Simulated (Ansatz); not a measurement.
`C[S][Al]([F])[SiH3]` + `[SiH3]B[SiH3]` → `C[S][AlH][F]` + `[SiH3]B([SiH3])[SiH3]`  (redistribution)

Gas-phase electronic energies from Ansatz, PBE0-D4/def2-TZVP geometries. CCSD(T)/CBS is the MP2 limit (def2-TZVPP, def2-QZVPP) plus CCSD(T) − MP2 in def2-TZVPP, frozen cores. This one scheme is used for every species. Functionals use def2-TZVPP. One conformer a species, not always the lowest.

```tsv
level	ΔE (kcal/mol)
PBE	3.0
SCS-MP2/def2-TZVPP	2.0
CCSD(T)/def2-TZVPP	2.3
SCS-MP2/def2-QZVPP	1.8
```

(1) What does CCSD(T)/CBS give? (Estimate.)

Largest T1 diagnostic among the species: 0.015.

Results:

(1) The calculation gave: +2.1 kcal/mol. The listed levels differ from it by 0.9, -0.1, 0.2, -0.3 kcal/mol.

The D4 term adds −1.2 kcal/mol with B3LYP and −0.6 kcal/mol with PBE0; it sums over pairs of atoms, weighted by their polarisabilities, and B3LYP, whose exchange is more repulsive, gets the larger term. In def2-TZVPP, CCSD(T) changes the Hartree–Fock value by −1.1 kcal/mol (the triples alone add −0.2 kcal/mol) and MP2 by −1.9 kcal/mol.

B3LYP here is the variant with VWN-RPA as its local correlation; programs differ in this.
